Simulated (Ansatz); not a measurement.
C2H4Si, SMILES `C1=C[SiH2]1` (charge 0, multiplicity 1).

Z-matrix (Å, degrees):
```
Si
H 1 1.4775
H 1 1.4775 2 111.32
C 1 1.8115 2 121.65 3 -154.45
C 4 1.3302 1 68.46 2 -104.08
H 5 1.0816 4 135.74 1 180.00
H 4 1.0816 5 135.73 6 0.00
```
Charge 0, multiplicity 1.

Frozen-core energies in 6-31g from Ansatz (a first-principles code) at a geometry from B3LYP-D3(BJ)/def2-TZVP; the HF reference has <S^2> = 0.00 and the T1 diagnostic is 0.013.

```tsv
level	energy (Ha)	difference from CCSDTQ (mHa)
HF	-366.80237	272.24
MP2	-367.03398	40.64
CCSD	-367.06486	9.75
CCSD(T)	-367.07336	1.25
CCSDT	-367.07389	0.73
CCSDT(Q)	-367.07468	-0.06
CCSDTQ	-367.07462	0.00
```
